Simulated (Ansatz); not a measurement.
The cluster Cu2H4. Charge 0, multiplicity 3. Geometry r2SCAN-D4/def2-TZVP, that of the neutral singlet; atoms count from 1.

```csv
atom,x (Å),y (Å),z (Å)
Cu1,-1.306,-0.667,-0.821
Cu2,0.324,0.558,0.308
H3,1.686,1.055,1.110
H4,-1.415,-2.101,-1.255
H5,-1.099,0.884,-0.307
H6,1.810,0.273,0.965
```

At PBE0-D4/def2-TZVP a singlet of charge 0 lies 3.29 eV below the triplet at the same geometry. The structure comes from a short search, and lower isomers may exist.

Problem. Estimate the Mulliken populations from the PBE0/def2-TZVP orbitals of Ansatz.

Solution. 
```tsv
atom	charge (e)	spin (α − β)	d electrons
Cu1	-0.13	1.00	9.57
Cu2	-0.31	0.46	9.86
H3	0.06	0.14	–
H4	0.14	0.23	–
H5	0.15	0.09	–
H6	0.09	0.07	–
```
Mulliken values depend strongly on the basis.

Problem. Where does the spin sit?

Solution. Summed by element: Cu 1.46, H 0.54, of 2 unpaired in all. Largest on single atoms: Cu1 1.00, Cu2 0.46, H4 0.23.

Problem. And the Mayer bond orders between heavy atoms (over 0.3)?

Solution. Cu1–Cu2 0.75 (2.33 Å).
